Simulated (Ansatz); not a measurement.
The input (input.yaml):

```yaml
crystal:
  periodic: [false, false, false]
  atoms:
    - { symbol: Si, position_ang: [-0.780955, 0.093002, -0.344089] }
    - { symbol: F, position_ang: [1.61757, -0.910429, 1.111115] }
    - { symbol: F, position_ang: [-0.089384, -0.950485, -1.367324] }
    - { symbol: F, position_ang: [-2.114404, 0.644955, -1.08631] }
    - { symbol: H, position_ang: [-1.156151, -0.511028, 0.944709] }
    - { symbol: H, position_ang: [2.031326, -0.129825, 0.857897] }
    - { symbol: Cl, position_ang: [0.492097, 1.763809, -0.115998] }
magnetization:
  spin_polarized: true
basis:
  gaussian: { orbitals: def2-SVP }
hamiltonian:
  xc: blyp
  dispersion: d4
relax:
  f_tol: 0.03
  max_steps: 50
```

Run as:

```bash
$ ansatz run input.yaml --threads 2 --pin off --max-ram 3072MiB --backend cpu --events-out ev --progress --plain --runs-dir out
```

Hardware: 2 threads of Arm Neoverse V1 (shared host).

Q: Roughly how long does this run take, and how much memory?

A: 19 s, with a peak of 0.15 GiB, for 7 ionic steps.
